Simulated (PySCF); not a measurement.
C2H7BO3Si.
Geometry (PBE0-D3(BJ)/def2-SVP, Å), atoms numbered from 1 in this order:
```xyz
14
C2H7BO3Si angstrom
O     -3.413    0.372    0.040
B     -2.162   -0.177   -0.053
O     -2.076   -1.539   -0.103
C     -0.862    0.669   -0.103
C      0.337    0.074   -0.199
O      1.499    0.748   -0.263
Si     3.036    0.062   -0.222
H     -3.395    1.331    0.076
H     -2.949   -1.942   -0.062
H     -0.866    1.765   -0.065
H      0.409   -1.024   -0.242
H      3.344   -0.441    1.148
H      3.108   -1.070   -1.194
H      3.972    1.151   -0.601
```

Linear response at B3LYP/def2-SVPD (PySCF, frozen core in the response, non-relativistic).

Static isotropic polarisability: 81.94 au (12.14 Å³), principal values 59.6, 73.3, 112.9 au.

Problem. What is the polarisability at 1064 nm and at the sodium D line?

Solution. 82.94 au at 1064 nm (+1.2 %), 85.39 au at 589.3 nm (+4.2 %). The rise at 589.3 nm is 3.45 times that at 1064 nm; a pure ω² law gives 3.26. The lowest singlet lies at 220 nm, shorter than both wavelengths.

Problem. What is the isotropic C6 coefficient between two such molecules, C6 = (3/π)∫α(iω)² dω?

Solution. 2482 au (Eh·bohr⁶) by a ten-point quadrature over imaginary frequencies, which is 1480 eV·Å⁶ or 143 J·nm⁶/mol.

Problem. Which effective excitation energy ω̄ makes London's formula C6 = (3/4)α²ω̄ exact here?

Solution. ω̄ = 4·C6/(3α²) = 0.493 Eh = 13.4 eV. A one-pole form α(ω) = α/(1 − ω²/ω̄²) fitted to the 1064 nm value gives 10.6 eV. London's choice of the ionisation energy (8.99 eV, ΔSCF at the same level) gives C6 = 1660 au, 33 % too low.

Problem. How anisotropic is the static polarisability, by Δα² = ½[(α1 − α2)² + (α2 − α3)² + (α3 − α1)²]?

Solution. Δα = 48.0 au, or 0.59 of the isotropic value.

Problem. What n − 1 at the D line would an ideal gas of it have at 273.15 K and 1 atm (2.6868 × 10¹⁹ cm⁻³), by n − 1 = 2π·N·α′?

Solution. 21.36 × 10⁻⁴, a formal value whether or not that pressure can be reached.

Problem. How many electrons N does the Slater–Kirkwood formula C6 = (3/4)·√N·α^(3/2) need to give this C6?

Solution. N = (4·C6/3)²/α³ = 19.9; the species has 62 electrons in all.

Problem. What molar refraction at the D line follows from R = (4π/3)·N_A·α′, with α′ the polarisability volume?

Solution. α′ = 12.65 Å³ gives R = 31.92 cm³/mol, for isolated, non-vibrating species.

Problem. The lowest 10 singlets have (eV, f): 5.62, 0.001; 5.94, 0.024; 5.96, 0.478; 6.53, 0.009; 6.68, 0.010; 6.97, 0.007; 7.14, 0.001; 7.33, 0.019; 7.51, 0.061; 7.54, 0.004. What share of the static polarisability do they carry in the sum over states α = Σ f/ω²?

Solution. 12.07 au, 14.7 % of α; the largest term, 9.98 au, is that of the state at 5.96 eV. Their oscillator strengths add up to 0.62. Higher states carry the rest.

One conformer stands for the species.
